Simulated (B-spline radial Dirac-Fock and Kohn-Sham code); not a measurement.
Photoemission from Xe⁶⁺ at 6920 eV, detector at θ = 54.7°, φ = 180°

System: the Xe⁶⁺ ion, 1s2 2s2 2p6 3s2 3p6 3d10 4s2 4p6 4d10 5s2. Method: Dirac-Hartree-Slater photoionisation with a Latter tail; cross sections with all multipoles, angular parameters from the dipole term and its interference with E2. Computed with a radial finite-basis atomic code. Thresholds are orbital energies of the model. For linearly polarised light dσ/dΩ = σ/(4π) [1 + β P₂(cos θ) + (δ + γ cos²θ) sin θ cos φ], with θ from the polarisation vector and φ the angle between the beam and the projection of the electron momentum on the plane normal to the polarisation. The dipole factor is 1 + βP₂ and the non-dipole term is the rest of the bracket. Open shells are filled statistically over j.

```
subshell  threshold (eV)  σ (kb)     β      γ      δ  dipole factor  non-dipole term  dσ/dΩ (kb/sr)
      2s          5498.2    15.5  1.99   0.09  0.000          1.002           -0.025           1.21
   2p1/2          5185.3    22.1  1.42   0.19  0.033          1.001           -0.080           1.62
   2p3/2          4855.6    38.3  1.50   0.30  0.043          1.001           -0.118           2.69
      3s          1202.5    3.49  1.99  -0.02  0.000          1.002           +0.005          0.280
   3p1/2          1070.0    3.23  1.47   0.80  0.029          1.001           -0.241          0.196
   3p3/2          1006.8    5.69  1.53   0.86  0.033          1.001           -0.261          0.335
   3d3/2           771.2    1.54  0.97   1.30  0.202          1.001           -0.520         0.0591
   3d5/2           757.6    2.13  0.91   1.28  0.215          1.001           -0.523         0.0809
      4s           287.4   0.792  1.99   0.05  0.000          1.002           -0.013         0.0623
   4p1/2           239.5   0.645  1.46   0.86  0.028          1.001           -0.259         0.0381
   4p3/2           226.6    1.13  1.52   0.93  0.031          1.001           -0.278         0.0649
   4d3/2           147.9   0.264  0.94   1.31  0.196          1.001           -0.517         0.0101
   4d5/2           145.7   0.363  0.88   1.28  0.210          1.001           -0.521         0.0139
      5s           92.45   0.159  1.99   0.06  0.000          1.002           -0.017         0.0125
```
